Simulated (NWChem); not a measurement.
System: MgNH₂I; SMILES [NH2][Mg][I]

All runs: NWChem. def2 effective core potentials on I; no spin-orbit coupling. Each level has its own optimisation; frequencies are unscaled. One conformer.

| level | r I–Mg (Å) | r Mg–N (Å) | r H–N (Å) | highest harmonic frequency (cm⁻¹) | lowest (cm⁻¹) | zero-point energy (kcal/mol) |
|---|---|---|---|---|---|---|
| LDA (Slater exchange, VWN5)/def2-SVP (core potentials) | 2.544 | 1.872 | 1.025 | 3582 | 117 | 15.1 |
| B3LYP/3-21G (all-electron, non-relativistic) | 2.613 | 1.868 | 1.022 | 3521 | 71 | 15.6 |
| PBE0/def2-SVP (core potentials) | 2.564 | 1.881 | 1.016 | 3680 | 116 | 15.6 |
